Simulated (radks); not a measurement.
Values are calculated unless marked as measured or tabulated.
Q: The mean radii <r> (bohr) of the occupied orbitals of an atom or ion are listed with their occupations. Code: a radial shooting solver on a logarithmic mesh with Libxc functionals. Model: scalar-relativistic Kohn-Sham, Slater X-alpha with alpha = 0.666, spin-polarised, spherical densities, finite nucleus; Fermi nuclear charge, rms radius of each element as measured or else 0.836 A^(1/3) + 0.57 fm.

orbital  occ.      <r>
1s up       1  0.05222
1s down     1  0.05222
2s up       1   0.2358
2s down     1   0.2355
2p up       3   0.2068
2p down     3   0.2065
3s up       1   0.6999
3s down     1   0.7022
3p up       3   0.7258
3p down     3   0.7295
3d up       5   0.8016
3d down     2   0.8164

Name the element and its charge. Open shells, if any, are filled with parallel spins first.

A: Z = 29, copper, charge +4: Cu4+ in [Ar] 3d7. The 1s radius gives Z: for a bare nucleus <r> = (2 gamma + 1)/(2Z) with gamma = sqrt(1 - (Z/c)^2), 0.05094 bohr for Z = 29, and screening makes it slightly larger (0.05222 here). The occupations add up to 25, and the charge is Z minus that.
